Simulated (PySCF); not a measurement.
## LiSb⁺: one state, many levels of theory

State: ⁴Σ⁻ (quartet), unpaired electrons σ ↑, π ↑↑. Set-up: Li def2-SVP, Sb def2-SVP with ECP28; scalar-relativistic core potentials (PySCF 2.14). De refers to Li⁺ + Sb in their high-spin ground configurations, without counterpoise correction. The functionals are run spin-unrestricted. A positive dipole points towards Sb; it is taken about the centre of mass and depends on that origin.

| Level | Re (Å) | ωe (cm⁻¹) | De (eV) | μ (D) |
| --- | --- | --- | --- | --- |
| UHF | 3.040 | 187 | 0.368 | -10.95 |
| UHF-MP2 | 3.029 | 190 | 0.382 | n/a |
| UHF-SCS-MP2 | 3.035 | 189 | 0.378 | n/a |
| UHF-CCSD | 3.030 | 190 | 0.386 | n/a |
| UHF-CCSD(T) | 3.027 | 191 | 0.390 | n/a |
| PBE | 2.964 | 199 | 0.494 | -10.17 |
| PW91 | 2.951 | 203 | 0.52 | -10.10 |
| r²SCAN | 3.008 | 188 | 0.389 | -10.67 |
| PBE0 | 2.957 | 200 | 0.453 | -10.31 |
| MN15 | 3.005 | 193 | 0.404 | -10.73 |
| M06-2X | 2.973 | 200 | 0.422 | -10.59 |

(1) Which functional lies closest to UHF-CCSD(T) in De, which farthest, and by how much do they differ from it?

(2) What does a quarter of exact exchange do here, going from PBE to PBE0?

(3) What does the step from GGA to meta-GGA do here, going from PBE to r²SCAN?

Correlated steps freeze 4 core orbitals. Correlated levels converge slowly with the basis: in double zeta they bind strong bonds too weakly, by up to about 1 eV, and carry superposition errors of some tenths. Spin–orbit coupling is left out, which matters for elements this heavy, above all for dissociation energies. For an ion De counts to the pair picked by the measured ionisation energies or electron affinities, which need not be the lowest pair at this level. The state is the lowest determinant that a PBE0 search found; another state may lie lower at other levels.

## Answers

(1) Closest is r²SCAN (-1.9 pm in Re, -1.6 % in ωe, -0.00 eV in De against UHF-CCSD(T) in the same basis), farthest PW91 (-7.6 pm in Re, +6.3 % in ωe, +0.13 eV in De). CCSD(T) converges more slowly with the basis than the functionals do and binds too weakly in this one, so the order can change at the basis-set limit.

(2) PBE0 less PBE: -0.7 pm in Re, +0.5 % in ωe, -0.04 eV in De. Exact exchange removes part of the self-interaction that spreads semilocal densities, and in most molecules shortens and stiffens the bond and lowers De; so it does here.

(3) r²SCAN less PBE: +4.4 pm in Re, -5.5 % in ωe, -0.10 eV in De.
